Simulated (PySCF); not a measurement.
Y(Cl)3 cation (Cl3Y), SMILES [Cl][Y]([Cl])[Cl] (connectivity only; charge and spin as stated), charge +1, multiplicity 2.

The structure is a stationary point at PBE0-D3(BJ)/def2-SVP. The geometry has at least one imaginary mode, so it is a saddle point at that level. The spin state was assumed, not searched. The isomer is the one that the SMILES or the coordinates give; other isomers of the formula were not compared. The def2 effective core potentials stand for the cores of Y; spin–orbit coupling is left out.

These are PBE0/def2-TZVPD (PySCF) values and carry that method's errors.

The molecule is in vacuum.

* **total energy**: -1418.37286 hartree
* **point group**: C3v
* **α spin, highest occupied and lowest empty level**: -14.52 and -7.23 eV
* **β spin, highest occupied and lowest empty level**: -13.91 and -12.35 eV
* **dipole moment about the centre of nuclear charge**: 1.170 e·Å
* **mean static polarisability**: 133.9 bohr³ (19.84 Å³)
* **polarisability, principal values**: 54.4, 173.7, 173.7 bohr³
* **⟨S²⟩**: 0.762 (pure state 0.75)
